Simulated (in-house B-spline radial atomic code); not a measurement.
Ionising the zinc ion Zn⁷⁺ with different functionals

Computed with an all-electron radial atomic-structure program (B-spline basis): non-relativistic Hamiltonian, point nucleus, spin-polarised at highest spin, spherical fractional occupations for the functionals, the average over the highest-spin determinants for Hartree-Fock. The ionisation energy is the difference of two self-consistent energies, [Ar] 3d5 → [Ar] 3d4, without Breit or QED terms; ε is the level of the shell that loses the electron (its least bound occupied spin orbital).

Hybrids are left out here: with spherical fractional occupations of an open shell their exact exchange keeps a self-interaction that integer-occupation calculations don't have.

| method | rung | ΔSCF (eV) | -ε(3d) (eV) |
| --- | --- | --- | --- |
| Hartree-Fock | Hartree-Fock | 173.86 | 176.24 |
| LDA VWN5 | LDA | 174.41 | 159.07 |
| LDA PW92 | LDA | 174.40 | 159.06 |
| LDA exchange-only | LDA | 172.59 | 157.30 |
| PBE | GGA | 174.23 | 158.90 |
| PBEsol | GGA | 174.17 | 158.85 |
| BLYP | GGA | 174.07 | 158.72 |
| RPBE | GGA | 174.19 | 158.86 |
| PW91 | GGA | 174.38 | 159.04 |
| BP86 | GGA | 174.22 | 158.88 |
| AM05 | GGA | 174.21 | 158.88 |
| OLYP | GGA | 175.23 | 159.85 |
| TPSS | meta-GGA | ? | ? |
| SCAN | meta-GGA | 175.36 | 160.15 |
| r2SCAN | meta-GGA | ? | ? |
| M06-L | meta-GGA | 175.37 | 160.15 |
| revTPSS | meta-GGA | 174.12 | 158.83 |

What does r2SCAN give?

ΔSCF 175.37 eV, and -ε(3d) = 160.17 eV.

What does TPSS give?

ΔSCF 174.18 eV, and -ε(3d) = 158.88 eV.

How do they compare with the NIST value?

NIST lists 174 eV ± 1.7 (semi-empirical, ground level to ground level). Errors run from -1.31 to +1.47 eV; all lie within about twice that uncertainty, so the table can't rank the methods. Hartree-Fock also lacks correlation.
